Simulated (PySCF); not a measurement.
## I⁹⁺ (iodine, charge +9) across methods

[Kr] 4d8, high-spin 3F determinant. Computed with PySCF 2.14 in an uncontracted even-tempered set (21 s from 0.28 bohr⁻², ratio 2.5; 15 p from 0.36 bohr⁻², ratio 2.5; 11 d from 0.36 bohr⁻², ratio 2.5; 4 f from 2.8 bohr⁻², ratio 2.7; 4 g from 4.2 bohr⁻², ratio 2.7), with scalar relativity by spin-free X2C-1e.

```tsv
method	E (hartree)	mean ε 4p β (eV)	mean ε 4d α (eV)	mean ε 4d β (eV)	Σ⟨r²⟩ (bohr²)	⟨S²⟩
PBE	-7091.65	-266.22	-188.58	-186.56	14.01	2.000
UHF	-7089.60002	-286.11	-201.68	-198.89	14.01	2.002
r2SCAN	-7092.12	-268.26	-189.61	-187.40	13.99	2.001
PBE0	-7091.75	-271.64	-192.25	-190.04	14.00	2.001
```

Q: Estimate the same row for LDA.

A: E (hartree) = -7085.48; mean ε 4p β (eV) = -266.27; mean ε 4d α (eV) = -188.61; mean ε 4d β (eV) = -186.53; Σ⟨r²⟩ (bohr²) = 14.02; ⟨S²⟩ = 2.000.
